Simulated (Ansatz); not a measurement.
This geometry of BClF2H2O (7 atoms, charge 0, multiplicity 1) is a first-order saddle point.

The calculation used RKS LDA/6-31G* in Ansatz 0.2.0.

```xyz
7
Properties=species:S:1:pos:R:3
B 0.053 -0.315 -0.078
Cl -0.053 0.173 2.115
F 1.173 0.235 -0.493
F -1.112 0.016 -0.616
O 0.164 -1.721 0.346
H -0.685 -2.184 0.158
H 0.108 -1.234 1.529
```

Q: Which two structures does it join? (They come from a converged band through this point; their orientation in space is the band's.)

A: Bonds broken: B1–Cl2, O5–H7. Bonds formed: Cl2–H7. BClF2H2O becomes BF2HO + ClH.

Initial state:

```xyz
7
Properties=species:S:1:pos:R:3
B 0.051 -0.105 0.155
Cl -0.070 0.553 1.872
F 1.168 0.220 -0.494
F -1.101 -0.051 -0.552
O 0.165 -1.740 0.455
H -0.675 -2.101 0.084
H 0.112 -1.808 1.441
```

Final state:

```xyz
7
Properties=species:S:1:pos:R:3
B -0.054 -0.392 -0.699
Cl 0.553 -0.744 3.342
F 0.759 0.633 -0.636
F -0.621 -0.724 -1.844
O -0.299 -1.105 0.434
H -0.918 -1.852 0.306
H 0.230 -0.845 2.058
```

Q: How far does it lie above each of them?

A: 12.1 kcal/mol above the first and 12.3 kcal/mol above the second. This is the barrier of this one path; another mechanism may lie lower. The orbitals stay closed-shell, which can raise the energy where a bond breaks towards radicals; this wasn't checked here.

Run time: 3.4 min on 1 thread of Arm Neoverse V1, with other jobs on the host, peak memory 0.14 GiB.
